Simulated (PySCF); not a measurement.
NaF, SMILES [F][Na].

Geometry optimised at B3LYP-D3(BJ)/def2-TZVPD.

All values below come from TDDFT-PBE/def2-TZVPD run with PySCF.

Vertical excitations; the highest root listed may be one member of a degenerate set.  State labels are in the subgroup C2v.

```tsv
state	symmetry	energy (eV)	λ (nm)	f	main pairs
S1	B1	3.09	401	0.007	HOMO−1→LUMO (degenerate set)
S2	B2	3.09	401	0.007	HOMO→LUMO (degenerate set)
S3	A1	3.51	353	0.054	HOMO−2→LUMO 98 %
S4	A2	5.02	247	0.000	HOMO→LUMO+1, HOMO−1→LUMO+2 (degenerate set)
S5	A1	5.02	247	0.000	HOMO−1→LUMO+1, HOMO→LUMO+2 (degenerate set)
S6	A2	5.03	246	0.000	HOMO−1→LUMO+2 50 %, HOMO→LUMO+1 50 %
S7	A1	5.19	239	0.013	HOMO→LUMO+2 48 %, HOMO−1→LUMO+1 48 %
S8	B1	5.23	237	0.012	HOMO−2→LUMO+1 (degenerate set)
S9	B2	5.23	237	0.012	HOMO−2→LUMO+2 (degenerate set)
S10	B1	5.42	229	0.022	HOMO−1→LUMO+3 99 %
T1	B2	3.01	412	0	HOMO→LUMO (degenerate set)
T2	B1	3.01	412	0	HOMO−1→LUMO (degenerate set)
T3	A1	3.09	402	0	HOMO−2→LUMO 100 %
T4	A1	4.91	252	0	HOMO→LUMO+2 50 %, HOMO−1→LUMO+1 50 %
```
Triplets are in the Tamm–Dancoff approximation, which puts them higher than full response would, so one can lie above its singlet here.
